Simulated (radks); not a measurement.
Task: Valence configurations of the terbium ion Tb+ (all share [Xe]). Method: scalar-relativistic Kohn-Sham, BLYP, spin-polarised, spherical densities, point nucleus; open shells are filled with parallel spins first (spin-orbit coupling, left out, can overturn this in heavy ions); computed with a radial shooting solver on a logarithmic mesh with Libxc functionals. Order these by energy: 4f8 6s1 6p1; 4f9.5 6s0.5; 4f9 6s1; 4f9 5d0.5 6s0.5; 4f8 6s2; 4f7 6s1 6p2; 4f9 5d1; 4f8 5d1 6s1; 4f10; 4f9 6p1.

Result: From the lowest, in eV above it: 4f9 6s1 0.000; 4f9 5d0.5 6s0.5 0.959; 4f8 6s2 1.441; 4f8 5d1 6s1 1.518; 4f9.5 6s0.5 1.571; 4f9 5d1 1.984; 4f9 6p1 3.505; 4f10 3.967; 4f8 6s1 6p1 4.794; 4f7 6s1 6p2 17.453. NIST lists [Xe] 4f9 6s1 as the ground configuration; this level of theory agrees among the configurations tried. The energies are those of spherical high-spin densities, not of single terms.
